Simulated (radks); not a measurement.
The numbers below are computed, except where a source is named.
These are the eigenvalues of the occupied orbitals of an atom or ion with whole-number occupations (Ry). Level of theory: Dirac Kohn-Sham, PBE, spin-unpolarised, spherical densities, point nucleus (a radial shooting solver on a logarithmic mesh with Libxc functionals).

1s1/2: -6467.767
2s1/2: -1156.804
2p1/2: -1110.796
2p3/2: -949.8366
3s1/2: -278.5927
3p1/2: -257.8675
3p3/2: -221.9536
3d3/2: -187.9616
3d5/2: -180.3212
4s1/2: -64.02709
4p1/2: -55.06226
4p3/2: -46.27142
4d3/2: -31.69038
4d5/2: -30.05011
5s1/2: -11.79870
4f5/2: -11.17742
4f7/2: -10.80766
5p1/2: -8.74355
5p3/2: -7.10175
5d3/2: -2.89614
5d5/2: -2.70410
6s1/2: -2.01624

Which element is it, and in what charge state? The configuration may be excited. Open shells, if any, fill j = l - 1/2 first.

Answer. Z = 82, lead, charge +2: Pb2+ in [Hg]. The list shows which subshells hold electrons but not how many an open one holds; the 1s level, -3233.9 hartree, gives Z - s = 80.4 by -(Z - s)^2/2, which with screening and relativity narrows Z to a few neighbours, and the depths of the outer levels then fix element, charge and occupations together.
